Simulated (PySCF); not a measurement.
Gas-phase reaction: MoOF₄ + 2 NO ⇌ MoO₃ + 2 N + 4 F

Method: PySCF energies plus ideal-gas RRHO corrections (1 bar). S°(298 K) at PBE0/def2-TZVP differs from the NASA 1993 table for MoO₃ (+7 J/mol/K); whether the harmonic model or the table's entry is off was not settled. † marks an energy on the PBE0/def2-TZVP geometry and frequencies. MP2 and CCSD(T) freeze the core. Open shells (unrestricted): NO (multiplicity 2, electronic degeneracy 4), N (multiplicity 4), F (multiplicity 2, electronic degeneracy 6); the rest are closed-shell singlets. Spin-orbit splitting is ignored; it lowers the true energy and changes the entropy of NO, F. Mo: scalar-relativistic def2 core potential, no spin-orbit coupling. MP2 isn't extrapolated to the basis-set limit; its ΔH°(298 K) is 1931.4 kJ in def2-SVP and 2004.6 kJ in def2-TZVPP. CCSD(T) isn't extrapolated to the basis-set limit; its ΔH°(298 K) is 1891.8 kJ in def2-SVP and 1959.8 kJ in def2-TZVPP. The harmonic model lacks anharmonicity and excited electronic states, which grow with temperature; levels with a mode under 35 cm⁻¹ are left out. Strong static correlation: MoO₃. Soft modes under 120 cm⁻¹ make the harmonic entropy rough for MoOF₄. Warning, large T1 diagnostic: MoO₃, MoOF₄ (CCSD(T)/def2-TZVPP†).

```json
[
 {"level": "BLYP/def2-TZVP†", "ΔE electronic, kJ": "2193", "ΔH°(298 K), kJ": "2171", "ΔS°(298 K), J/K": "475", "ΔG°(2500 K), kJ": "939"},
 {"level": "CCSD(T)/def2-TZVPP†", "ΔE electronic, kJ": "1981", "ΔH°(298 K), kJ": "1960", "ΔS°(298 K), J/K": "475", "ΔG°(2500 K), kJ": "728"},
 {"level": "HF/def2-TZVP†", "ΔE electronic, kJ": "1203", "ΔH°(298 K), kJ": "1181", "ΔS°(298 K), J/K": "475", "ΔG°(2500 K), kJ": "-50"},
 {"level": "MP2/def2-TZVPP†", "ΔE electronic, kJ": "2026", "ΔH°(298 K), kJ": "2005", "ΔS°(298 K), J/K": "475", "ΔG°(2500 K), kJ": "773"},
 {"level": "PBE/def2-TZVP†", "ΔE electronic, kJ": "2255", "ΔH°(298 K), kJ": "2233", "ΔS°(298 K), J/K": "475", "ΔG°(2500 K), kJ": "1001"},
 {"level": "ωB97M-V/def2-TZVP†", "ΔE electronic, kJ": "2120", "ΔH°(298 K), kJ": "2098", "ΔS°(298 K), J/K": "475", "ΔG°(2500 K), kJ": "866"},
 {"level": "ωB97X-V/def2-TZVP†", "ΔE electronic, kJ": "2144", "ΔH°(298 K), kJ": "2122", "ΔS°(298 K), J/K": "475", "ΔG°(2500 K), kJ": "890"}
]
```
ΔH° is lowest at HF/def2-TZVP† and highest at PBE/def2-TZVP†. No reference value is set beside these.
